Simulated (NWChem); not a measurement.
System meant: NH3Se; SMILES [SeH]N

Here is an NWChem input.

```
start job
memory heap 200 mb stack 900 mb global 1100 mb
geometry units angstroms noautoz
  Se     0.051900    -0.381493     0.000000
  H     -1.408318    -0.639363     0.000000
  N      0.083643     1.458221     0.000000
  H     -0.361299     1.830915     0.827396
  H     -0.361299     1.830915    -0.827396
end
basis spherical
  Se library def2-svp
  H library def2-svp
  N library def2-svp
end
dft
  xc pbe0
  iterations 4
  mulliken
end
task dft energy
```

End of the output:

```
    Atom       Charge   Shell Charges
 -----------   ------   -------------------------------------------------------
    1 Se  34    33.84   2.00  2.00  1.95  1.08  0.64  5.99  5.80  2.01  2.20  7.84  2.04  0.31
    2 H    1     1.04   0.62  0.36  0.06
    3 N    7     7.23   1.97  0.75  0.48  2.20  1.80  0.04
    4 H    1     0.94   0.61  0.21  0.13
    5 H    1     0.94   0.61  0.21  0.13

 center of mass
 --------------
 x =   0.05182704 y =  -0.14201078 z =   0.00000000

 moments of inertia (a.u.)
 ------------------
         176.235631535374          -0.000000000000           0.000000000000
          -0.000000000000          13.751817847119           0.000000000000
           0.000000000000           0.000000000000         180.132154485405

     Multipole analysis of the density
     ---------------------------------

     L   x y z        total         alpha         beta         nuclear
     -   - - -        -----         -----         ----         -------
     0   0 0 0     -0.000000    -22.000000    -22.000000     44.000000

     1   1 0 0     -0.749753     -0.374876     -0.374876     -0.000000
     1   0 1 0      0.299222      0.149611      0.149611     -0.000000
     1   0 0 1     -0.000000     -0.000000     -0.000000      0.000000

     2   2 0 0    -18.444897    -13.477830    -13.477830      8.510763
     2   1 1 0     -1.568976     -0.412339     -0.412339     -0.744297
     2   1 0 1     -0.000000     -0.000000     -0.000000      0.000000
     2   0 2 0    -16.903179    -56.563668    -56.563668     96.224157
     2   0 1 1      0.000000      0.000000      0.000000      0.000000
     2   0 0 2    -19.002110    -11.945749    -11.945749      4.889388

 ------------------------------------------------------------------------
 dft energy failed                                                                                  0
 ------------------------------------------------------------------------
 ------------------------------------------------------------------------
  current input line :
    20: task dft energy
 ------------------------------------------------------------------------
 ------------------------------------------------------------------------
 This type of error is most commonly associated with calculations not reaching convergence criteria
 ------------------------------------------------------------------------
 For more information see the NWChem manual at https://nwchemgit.github.io

0:dft energy failed:Received an Error in Communication
```

Task: Find the fault in this run and fix the input.

Result: Convergence was not reached. Cause: the SCF was allowed too few iterations. This input runs:
```
start job
memory heap 200 mb stack 900 mb global 1100 mb
geometry units angstroms noautoz
  Se     0.051900    -0.381493     0.000000
  H     -1.408318    -0.639363     0.000000
  N      0.083643     1.458221     0.000000
  H     -0.361299     1.830915     0.827396
  H     -0.361299     1.830915    -0.827396
end
basis spherical
  Se library def2-svp
  H library def2-svp
  N library def2-svp
end
dft
  xc pbe0
  iterations 150
  mulliken
end
task dft energy
```
It converges to -2457.39766 Ha (PBE0/def2-SVP).
